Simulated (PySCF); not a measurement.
From one molecule to another.

First species: C5H2F3 (charge -1).
Z-matrix (Å and degrees, PBE0-D3(BJ)/def2-SVP geometry), rows numbered from 1:
```
C 
C   1  1.2587
C   2  1.3979  1  174.93
C   3  1.3642  2  130.83  1  -178.95
C   4  1.4776  3  125.27  2     1.33
F   5  1.3596  4  110.08  3  -170.27
F   5  1.3403  4  114.79  3   -50.66
F   5  1.3516  4  114.24  3    71.66
H   3  1.1046  2  115.90  1     1.01
H   4  1.0919  3  120.42  2   178.64
```

Second species: C8H7PSe.
SMILES: `C#C[P@@H](=[Se])c1ccccc1`

Levels: B3LYP/def2-SVPD for HOMO energy, LUMO energy, HOMO–LUMO gap, static isotropic polarisability and electronic spatial extent ⟨r²⟩ about the centre of nuclear charge; TDDFT B3LYP/def2-SVPD for lowest singlet excitation; PBE0-D3(BJ)/def2-SVP for rotational constant A and rotational constant C. Geometries: PBE0-D3(BJ)/def2-SVP. Each structure is a single optimised conformer of the isolated species, non-relativistic unless stated; the electronic structure was computed with PySCF and density fitting.

Dipoles, sizes and rotational constants follow the conformer. The torsions of the flexible species, by atom-mapped SMILES:
- `[C-:1]#[C:2]/[CH:3]=[CH:4]\[C:5]([F:6])([F:7])[F:8]`: C3–C4–C5–F6 -170°
- `[CH:1]#[C:2][P@@H:3](=[Se:4])[c:5]1[cH:6][cH:7][cH:8][cH:9][cH:10]1`: C2–P3–C5–C6 -129°

Which has the higher ⟨r²⟩?

The second: 2565 bohr² against 944 bohr², a difference of 1621 bohr².

Which has the higher rotational constant C?

The first: 1.253 GHz against 0.398 GHz, a difference of 0.855 GHz.

Which of the two has the higher rotational constant A, and by how much?

The first: 4.170 GHz against 1.329 GHz, a difference of 2.841 GHz.

Which of the two has the higher LUMO energy, and by how much?

The first: 2.91 eV against -1.57 eV, a difference of 4.48 eV.

Which of the two has the higher S1 energy, and by how much?

The second: 3.79 eV against 3.31 eV, a difference of 0.48 eV.

Which of the two has the higher static isotropic polarisability, and by how much?

The second: 148.7 au against 80.3 au, a difference of 68.4 au.

Which has the higher HOMO energy?

The first: -1.67 eV against -6.12 eV, a difference of 4.45 eV.

On the first: In wavenumbers S1 is 26700 cm⁻¹ (1 eV = 8065.54 cm⁻¹). The principal polarisabilities are 53.5, 66.6 and 120.9 au; their mean is the isotropic value. The geometry's basis has no diffuse functions, a weakness for an anion.

On the second: In wavenumbers S1 is 30500 cm⁻¹ (1 eV = 8065.54 cm⁻¹). S1 lies 0.76 eV below the HOMO–LUMO gap. Relativistic effects, spin–orbit coupling among them, are left out although an element past zinc is present.
